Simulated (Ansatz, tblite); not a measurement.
Removing and adding an electron: In₃Sb₃H₁₂, a cluster cut from wurtzite InSb (hydrogen-capped). Charge 0, multiplicity 1. Geometry: PBE-D4/def2-SVP. Ansatz, gas phase; energy differences of separate SCF runs; the oxidised species was run as a doublet alone; the reduced species was run as a doublet alone.

```xyz
18

Sb    2.039   -0.574   -1.260
In    2.779    0.617    1.294
Sb    0.126    0.264    2.446
In   -0.147   -0.086   -3.123
Sb   -2.201   -0.298   -1.069
In   -2.549    0.967    1.533
H     3.475   -0.594   -2.206
H     2.038   -2.273   -0.989
H     3.854   -0.479    2.097
H     2.927    2.319    0.987
H     0.036   -1.398    2.888
H     0.237    0.822    4.070
H    -0.283   -1.474   -4.153
H    -0.052    1.603   -3.514
H    -2.393   -1.985   -0.785
H    -3.707   -0.125   -1.884
H    -2.498    2.676    1.230
H    -3.682    0.018    2.438
```

In the def2 sets In, Sb take a core potential; there is no spin–orbit coupling. The xTB rows come from tblite.

| level | −HOMO (eV) | vertical IE (eV) | −LUMO (eV) | vertical EA (eV) | HOMO–LUMO gap (eV) | IE − EA (eV) | remarks |
| --- | --- | --- | --- | --- | --- | --- | --- |
| GFN1-xTB | 9.70 | 11.49 | 6.63 | 5.08 | 3.07 | 6.41 | – |
| GFN2-xTB | 10.11 | 11.89 | 6.87 | 5.18 | 3.23 | 6.71 | – |
| PBE-D4/def2-TZVP | 6.21 | – | 2.29 | 0.67 | 3.92 | – | HOMO above zero (-1 doublet) |
| PBE0-D4/def2-TZVP | 7.09 | 8.40 | 1.57 | 0.46 | 5.51 | 7.95 | HOMO above zero (-1 doublet) |

Run but left out: PBE-D4/def2-TZVP (charge +1 doublet: an occupied level 0.07 eV above an empty one).   A HOMO above zero means that the electron is unbound at that level or that self-interaction error raises the level; the energy of removing that electron tells which. Raw xTB energy differences between charge states are shifted by several eV; the methods need an empirical correction for them. Sets without diffuse functions give affinities that are too small.
